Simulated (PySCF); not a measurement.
C₄H₅, SMILES C#C[CH]C, multiplicity 2.

Coordinates come from a PBE-D3(BJ)/def2-SVP optimisation.

Computed with PBE-D3(BJ)/def2-SVP run with PySCF 2.14.0.

Harmonic, unscaled wavenumbers; measured fundamentals usually lie a few per cent lower.

### Question
Estimate the vibrational spectrum. (The exact figures need the calculation; the answer reports its results.)

### Answer

```
mode  ν (cm⁻¹)  IR (km/mol)  moving atoms (share of kinetic energy)
----  --------  -----------  --------------------------------------
1           94          1.2                          H 88 %, C 12 %
2          202          1.6                          C 74 %, H 26 %
3          392          4.6                          C 76 %, H 24 %
4          413         44.0                          H 83 %, C 17 %
5          535          3.5                          C 82 %, H 18 %
6          594         17.0                          H 66 %, C 34 %
7          618         43.0                          H 81 %, C 19 %
8          858          5.9                          C 57 %, H 43 %
9          952          0.3                          H 70 %, C 30 %
10        1052          5.0                          C 52 %, H 48 %
11        1133          1.1                          H 59 %, C 41 %
12        1324          2.8                          H 80 %, C 20 %
13        1344         16.6                          H 54 %, C 46 %
14        1392          7.6                                  H 96 %
15        1421          4.2                          H 76 %, C 24 %
16        1990          0.5                                  C 93 %
17        2940         20.9                                  H 97 %
18        2998         10.1                           H 91 %, C 9 %
19        3073          0.1                           H 92 %, C 8 %
20        3086         11.3                           H 91 %, C 9 %
21        3403         69.7                          H 88 %, C 12 %
```
